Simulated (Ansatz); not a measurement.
Start from `C[SiH]1CSS1` and change one atom or group to get `C1[SiH2]SS1`.

Ansatz, PBE0-D4/def2-TZVP geometries, multiplicity 1. 

```tsv
property	`C[SiH]1CSS1`
LUMO energy (PBE/def2-TZVPP) / eV	-2.29
LUMO energy (B3LYP/def2-TZVPP) / eV	-1.55
size of the dipole moment (ωB97M-V/def2-TZVPP) / D	2.63
HOMO energy (ωB97M-V/def2-TZVPP) / eV	-8.11
LUMO energy (ωB97M-V/def2-TZVPP) / eV	0.67
size of the dipole moment (B3LYP/def2-TZVPP) / D	2.63
```

Task: Give the same properties after the change, and the shifts. (Best estimate.)

Result: Computed: 
| property | `C1[SiH2]SS1` | shift |
| --- | --- | --- |
| LUMO energy (PBE/def2-TZVPP) / eV | -2.48 | -0.19 |
| LUMO energy (B3LYP/def2-TZVPP) / eV | -1.72 | -0.17 |
| size of the dipole moment (ωB97M-V/def2-TZVPP) / D | 2.22 | -0.41 |
| HOMO energy (ωB97M-V/def2-TZVPP) / eV | -8.28 | -0.17 |
| LUMO energy (ωB97M-V/def2-TZVPP) / eV | 0.49 | -0.18 |
| size of the dipole moment (B3LYP/def2-TZVPP) / D | 2.22 | -0.41 |

Dipoles are sizes alone; their direction can turn.

B3LYP here is the variant with VWN-RPA as its local correlation; programs differ in this.
